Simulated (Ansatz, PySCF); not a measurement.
Pair of molecules: C2H2 (SMILES C#C) (first 4 atoms) with C2H6O (SMILES COC); geometry from B3LYP-D3(BJ)/def2-TZVP, rigid monomers moved along the line of their centres of mass till H4···O6 is 2.44 Å.
(charge 0, multiplicity 1):
```xyz
13

C      0.53635     0.04169    -0.21938
C      0.05304     0.00578     0.87661
H      0.96403     0.07327    -1.19150
H     -0.37419    -0.02477     1.85747
C     -0.52653     1.38348     4.67352
O     -0.80381     0.06081     4.25783
C      0.05414    -0.88916     4.85835
H      0.49716     1.67731     4.41038
H     -0.65618     1.49215     5.75706
H     -1.22897     2.03900     4.16175
H      1.10344    -0.69535     4.60356
H     -0.23024    -1.86924     4.47938
H     -0.05011    -0.88081     5.95002
```

Interaction energies are E(AB) − E(A) − E(B) at the monomers' geometry in the complex; basis-set methods are counterpoise corrected. Rows marked so take none.

Correlated levels freeze the cores. Rows in 3-21G carry no dispersion term and start afresh at each structure.

Codes used: Ansatz (a quantum-chemistry and plane-wave program) with Gaussian orbitals; PySCF for 3-21G rows. Values without a source in brackets are computed.

Problem. Estimate the interaction energy that CCSD(T)/aug-cc-pVDZ returns for this input.

Solution. -2.8 kcal/mol

Problem. Predict the interaction energy from PBE/def2-TZVPPD.

Solution. -2.4 kcal/mol

Problem. Estimate the interaction energy that HF/3-21G (no counterpoise) returns for this input.

Solution. -6.1 kcal/mol
